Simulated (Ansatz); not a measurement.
`FC(F)(F)CI` → `FCI` + `F[C]F` at 298.15 K and 1 bar (difluorocarbene loss).

Calculated with Ansatz (gas phase, PBE0-D4/def2-TZVP geometries, no zero-point term in ΔE). CCSD(T)/CBS adds triple-zeta CCSD(T) − MP2 to the extrapolated MP2 energy (def2 sets, frozen cores). This one scheme is used for every species. Elements past krypton have def2 core potentials. For I outer-core shells are correlated without core-valence functions, which leaves a few kJ/mol of doubt a bond.

```
     species  CCSD(T)/CBS energy (Eh)  H − E (kJ/mol)  S (J/(mol·K))
`FC(F)(F)CI`               -674.13144           130.6          345.1
       `FCI`               -436.46970            90.6          284.3
     `F[C]F`               -237.54028            28.9          240.6
```

H − E and S are ideal-gas, rigid-rotor, harmonic terms from PBE0-D4/def2-TZVP. 1 Eh = 2625.50 kJ/mol, R = 8.31446 J/(mol·K).

By hand: ΔE, ΔH, ΔS and ΔG.

ΔE = (-436.46970) + (-237.54028) − (-674.13144) = 0.12146 Eh = 318.9 kJ/mol. Δ(H − E) = 90.6 + 28.9 − 130.6 = -11.1, so ΔH = 307.8 kJ/mol. ΔS = 284.3 + 240.6 − 345.1 = 179.8 J/(mol·K). ΔG = 307.8 − 298.15 × (179.8)/1000 = 254.2 kJ/mol.

By hand: the equilibrium constant, and the temperature at which ΔG would vanish if ΔH and ΔS stayed fixed.

log₁₀ K = −ΔG/(RT ln 10) = -44.5. ΔG = 0 at ΔH/ΔS = 1712 K.

The number of gas molecules changes by +1, which sets the sign of ΔS. A doubt of 5 kJ/mol in ΔE shifts log₁₀ K by 0.9 here. These are equilibria of isolated gas molecules and say nothing of rates. Largest T1 diagnostic: 0.017 (customary marks: 0.02 for closed shells, 0.045 for open ones).
